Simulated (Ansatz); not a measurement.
Isomers of C₂H₆GeO₂ (singlet), relaxed with PBE0-D4/def2-SVP; total energies from Ansatz at PBE0-D4/def2-TZVP.

```json
{"isomer": "A", "description": "Ge(OAc)H3 (C₂H₆GeO₂)", "energy (Eh)": "-2306.88824"}
{"isomer": "B", "description": "Ge(OMe)2 (C2H6GeO2)", "energy (Eh)": "-2306.87325"}
```

Question: Work out the relative energies (1 Eh = 2625.5 kJ/mol) and the Boltzmann populations at 800 K from electronic energies alone (R = 8.314 J/mol/K).

Answer: ΔE: A 0.0, B 39.4 kJ/mol. RT = 6.65 kJ/mol. Factors exp(−ΔE/RT): A 1, B 0.00267; sum 1.003. Populations: A 99.7 %, B 0.3 %. Zero-point energy, vibrational entropy and symmetry numbers are left out and can shift these; an error of 4 kJ/mol changes a ratio by a factor of 1.8. Over the other density-functional and correlated levels in def2 sets, the gap between A and B ranges from 28 to 63 kJ/mol.
